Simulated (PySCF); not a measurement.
H5InO3Si, SMILES [OH][In]([O][SiH3])[OH].

Coordinates come from a PBE0-D3(BJ)/def2-SVP optimisation. The def2 effective core potentials stand for the cores of In; spin–orbit coupling is left out. The values are those of a single conformer.

Method: PySCF with ωB97X/def2-TZVP.

Symmetry labels are those of the subgroup Cs that the program uses (full group Cs).

Computed valence orbital energies around the gap with their symmetry:
```
orbital  symmetry  energy (eV)
-------  --------  -----------
HOMO−7         A'       -13.17
HOMO−6         A"       -13.08
HOMO−5         A'       -13.02
HOMO−4         A"       -11.94
HOMO−3         A'       -11.62
HOMO−2         A"       -11.47
HOMO−1         A'       -10.90
HOMO           A"       -10.85
LUMO           A'        -0.32
LUMO+1         A"         1.00
LUMO+2         A'         1.77
LUMO+3         A'         2.47
```
